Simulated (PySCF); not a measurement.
H₆Te, SMILES [TeH6].

Geometry optimised at B3LYP-D3(BJ)/def2-TZVP. The def2 effective core potentials stand for the cores of Te; spin–orbit coupling is left out.

These are PBE/def2-TZVPD in PySCF values and carry that method's errors.

Symmetry labels are those of the subgroup D2h that the program uses (full group Oh).

Computed valence orbital energies around the gap with their symmetry:
```
orbital  symmetry  energy (eV)
-------  --------  -----------
HOMO−7        B2g       -42.56
HOMO−6        B3g       -42.56
HOMO−5         Ag       -18.10
HOMO−4        B1u       -10.70
HOMO−3        B2u       -10.70
HOMO−2        B3u       -10.70
HOMO−1         Ag        -6.12
HOMO           Ag        -6.12
LUMO           Ag        -2.69
LUMO+1        B1u         0.03
LUMO+2        B2u         0.03
LUMO+3        B3u         0.03
```
